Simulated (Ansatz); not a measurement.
Born–Oppenheimer molecular dynamics of Cl2FHOZr (6 atoms, charge 0, multiplicity 1). It starts from a relaxed structure.

Method: Ansatz, RHF/def2-SVP.

* ensemble: NVE (velocity Verlet)
* time step: 0.5 fs
* steps asked: 100
* starting velocities drawn for: 1500 K
* seed: 535128

First frame:

```xyz
6
Properties=species:S:1:pos:R:3
Zr -0.089 -0.055 -0.060
O -0.325 -0.096 1.812
H -0.437 -0.126 2.747
Cl 2.233 -0.007 -0.577
F -0.905 1.517 -0.740
Cl -1.130 -1.956 -1.042
```

(1) How far do the bonds stretch over the last three quarters of this one trajectory? (Pairs bonded in most of those frames.)

Answers

(1) 
| bond | mean (Å) | spread (Å) | shortest | longest |
| --- | --- | --- | --- | --- |
| Zr1–O2 | 1.904 | 0.040 | 1.85 | 1.97 |
| Zr1–Cl4 | 2.337 | 0.127 | 2.19 | 2.56 |
| Zr1–F5 | 1.892 | 0.004 | 1.89 | 1.90 |
| Zr1–Cl6 | 2.429 | 0.034 | 2.36 | 2.46 |
| O2–H3 | 0.947 | 0.004 | 0.94 | 0.95 |

Mean temperature of the second half: 833 K. The conserved energy stayed within 0.047 meV per atom of its start (net change 0.034 meV per atom), so the integration is sound. A run of 0.05 ps of so small a system gives no equilibrium averages.

The run took 4 min on 1 thread of Arm Neoverse V1 (shared host), peak memory 0.2 GiB.
